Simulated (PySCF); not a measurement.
**I⁺ (iodine, charge +1) across methods**

[Kr] 4d10 5s2 5p4, high-spin 3P determinant. Computed with PySCF 2.14 in aug-cc-pVQZ-PP with ECP28MDF (7s7p5d3f2g, 92 functions), with scalar relativity through the core potential.

```
 method  E (hartree)  mean ε 5s β (eV)  mean ε 5p α (eV)  mean ε 5p β (eV)  Σ⟨r²⟩ (bohr²)   ⟨S²⟩
   PBE0    -295.3108           -26.782           -17.310           -15.742          48.47  2.004
   BP86    -295.4274           -25.596           -16.051           -14.689          48.45  2.003
  B3LYP    -295.3923           -26.689           -16.929           -15.542          48.61  2.003
    LDA    -294.8704           -25.850           -16.059           -14.694          48.51  2.001
    UHF   -294.31202           -29.659           -20.458           -18.375          48.96  2.011
r2SCAN0    -295.3919           -26.875           -17.625           -15.950          48.38  2.006
 r2SCAN    -295.4176           -25.530           -16.437           -14.840          48.37  2.005
r2SCANh    -295.4073           -26.068           -16.912           -15.284          48.37  2.006
```

Estimate the same row for PBE.

E (hartree) = -295.2849; mean ε 5s β (eV) = -25.399; mean ε 5p α (eV) = -15.970; mean ε 5p β (eV) = -14.534; Σ⟨r²⟩ (bohr²) = 48.55; ⟨S²⟩ = 2.003.

Energies and moments cover only the electrons outside the core potential.
